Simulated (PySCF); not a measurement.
C2H4Cl2Si, SMILES C=C[SiH](Cl)Cl.

The structure is a stationary point at B3LYP-D3(BJ)/def2-SVP. One conformer was computed; it need not be the lowest.

All values below come from ωB97X/def2-TZVP run with PySCF.

Gas-phase values at a fixed geometry.

Q: Estimate the frontier levels, gap, dipole moment and polarisability. (An estimate is asked for; the answer gives what the named calculation found.)

A: 
```yaml
highest_occupied_level: -10.89 eV
lowest_empty_level: 1.04 eV
orbital_gap: 11.93 eV
dipole_moment: 0.498 e·Å
quadrupole, principal values (traceless, Buckingham form, about the centre of nuclear charge): -6.97, 2.20, 4.78 D·Å
mean_static_polarisability: 70.5 bohr³ (10.45 Å³)
polarisability_principal_values: 58.1, 66.9, 86.5 bohr³
```
